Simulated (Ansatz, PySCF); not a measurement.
Potential energy curve for SiH (cation, charge +1), singlet.

Levels: RKS-B3LYP/LANL2DZ = restricted B3LYP/LANL2DZ, with its core potentials past Ne (PySCF 2.14.0); UKS-B3LYP/6-311+G** = unrestricted B3LYP/6-311+G**, spherical d (PySCF); FCI = full CI/def2-TZVP, frozen core (Ansatz, a program for electronic structure).

Energies relative to the lowest point of each curve near equilibrium, in kcal/mol:

```csv
R / Å,RKS-B3LYP/LANL2DZ,UKS-B3LYP/6-311+G**
1.36,6.7,5.9
1.42,2.6,2.1
1.52,0.0,0.0
1.56,0.1,0.3
1.64,1.8,2.3
1.76,6.8,7.9
1.86,12.4,13.9
2.28,39.8,42.9
2.51,53.9,56.5
2.72,65.4,64.2
3.77,100.0,74.8
4.17,105.8,75.5
```

### Question
Estimate the FCI values at these points.

### Answer
1.36: 5.3; 1.42: 1.7; 1.52: 0.0; 1.56: 0.5; 1.64: 2.8; 1.76: 8.6; 1.86: 14.6; 2.28: 41.6; 2.51: 53.4; 2.72: 61.4; 3.77: 74.9; 4.17: 75.6 (kcal/mol).

The restricted form behind RKS-B3LYP/LANL2DZ keeps the bonding electrons paired and can't separate into open-shell fragments. The unrestricted determinant behind UKS-B3LYP/6-311+G** is spin-contaminated at 2.51 to 6.10 Å (<S²> up to 1.0, against 0.00 for a pure singlet).
